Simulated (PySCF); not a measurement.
Al(Cl)(OH)(OSiH3), H4AlClO2Si, SMILES [OH][Al]([Cl])[O][SiH3], PBE0/def2-SVP optimised geometry.

```
9

Al     1.33    -0.09    -0.16
Cl     2.01    -1.85    -1.04
O      2.50     1.01     0.37
H      2.32     1.85     0.79
O     -0.32     0.19     0.00
Si    -1.97     0.19     0.00
H     -2.47     1.60     0.00
H     -2.48    -0.50     1.22
H     -2.50    -0.50    -1.21
```

Density from PBE0/def2-TZVP run with PySCF 2.14.0 at that geometry.

Minimum of the electron density along straight lines between bonded atoms, close to the bond critical point (lines longer than 1.1 times the sum of covalent radii, or with two minima, are not listed):

```csv
bond,length / Å,ρ at the minimum / e bohr⁻³,∇²ρ there / e bohr⁻⁵,position (fraction from the first atom)
Al1–Cl2,2.084,[?],0.32,0.38
Al1–O3,1.687,0.113,0.82,0.43
O3–H4,0.958,0.357,[?],0.81
Al1–O5,1.684,0.110,0.83,0.43
O5–Si6,1.650,[?],0.83,0.59
Si6–H7,1.494,0.121,0.14,0.49
Si6–H8,1.494,0.121,0.14,0.49
Si6–H9,1.494,0.121,0.14,0.49
```

Question: Fill in the missing entries.

Answer: 
- Al1–Cl2, ρ at the minimum / e bohr⁻³: 0.077
- O3–H4, ∇²ρ there / e bohr⁻⁵: -2.46
- O5–Si6, ρ at the minimum / e bohr⁻³: 0.132
